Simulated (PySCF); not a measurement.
Isomers of C5H5F2NO2, one GFN2-xTB conformer each. Single-point energies are computed at PBE0/pcSseg-1 (PySCF, gas phase, no added dispersion term), electronic only.

**Question.** Rank them by PBE0/pcSseg-1 energy, lowest first (kcal/mol).
A. `[CH3:1][O:2]/[CH:3]=[C:4](\[C:5]#[N:6])[O:7][CH:8]([F:9])[F:10]` with C1–O2–C3–C4 -178°, C3–C4–O7–C8 138°, C4–O7–C8–F9 164°
B. `[N:1]#[C:2][C@@H:3]1[CH2:4][O:5][C@@H:6]([F:7])[C@H:8]([F:9])[O:10]1` with C2–C3–C4–O5 -66°, C3–C4–O5–C6 -57°, C4–O5–C6–F7 -72°, O5–C6–C8–F9 83°

**Answer.** B (0.0), A (15.3).

As drawn, the higher has two fluorines on one carbon and a C=C bond outside aromatic rings, which the lower lacks. GFN2-xTB itself gives, in the same order: 0.0, 17.6. Both levels put the same isomer lowest.

**Question.** Which frontier levels, dipoles and rotational constants go with these structures?

**Answer.** 
```csv
SMILES,"HOMO (eV, PBE0/pcSseg-1)",LUMO (eV),dipole (D),"A, B, C (MHz)"
N#C[C@@H]1CO[C@@H](F)[C@H](F)O1,-8.74,-0.03,3.59,"2203, 1227, 1026"
CO/C=C(\C#N)OC(F)F,-7.28,-1.42,5.16,"2276, 698.9, 594.7"
```
